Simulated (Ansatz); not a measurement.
Program: Ansatz. Geometries: PBE0-D4/def2-TZVP. ΔE: electronic, gas phase. CCSD(T)/CBS adds triple-zeta CCSD(T) − MP2 to the extrapolated MP2 energy (def2 sets, frozen cores). This one scheme is used for every species. One conformer a species, not always the lowest.

Consider the cleavage of the Si–Al bond: `[NH2][AlH][SiH2]S` + NH₃ → `N[SiH2]S` + `[NH2][AlH2]`.

```json
{"level": "MP2/CBS(def2)", "ΔE (kJ/mol)": "-54.9"}
{"level": "CCSD/CBS(def2)", "ΔE (kJ/mol)": "-49.3"}
```

What does CCSD(T)/CBS give? (Best estimate.)

The calculation gave: -46.3 kJ/mol. The listed levels differ from it by -8.6, -3.0 kJ/mol.

What do rigid-rotor, harmonic-oscillator terms from PBE0-D4/def2-TZVP frequencies (298.15 K, 1 bar) make of the CCSD(T)/CBS value? (Estimate.)

Computed: ΔZPE = -7.1 kJ/mol, ΔH = -56.4 kJ/mol, ΔS = -3 J/(mol·K), ΔG = -55.5 kJ/mol. Modes under 50 cm⁻¹ make the entropy rough.

Largest T1 diagnostic among the species: 0.013.

In def2-TZVPP, CCSD(T) changes the Hartree–Fock value by +20.3 kJ/mol (the triples alone add +2.9 kJ/mol) and MP2 by +11.8 kJ/mol. From PBE to PBE0 (25 % exact exchange), in def2-TZVPP and without D4, ΔE moves by −6.2 kJ/mol. Leaving LDA and LC-ωPBE aside and taking each functional with its dispersion term where it has one, the values, not all of them listed here, spread over 27.2 kJ/mol, from CAM-B3LYP-D4 to PBE-D4. LDA lies −8.5 kJ/mol from PBE without D4.
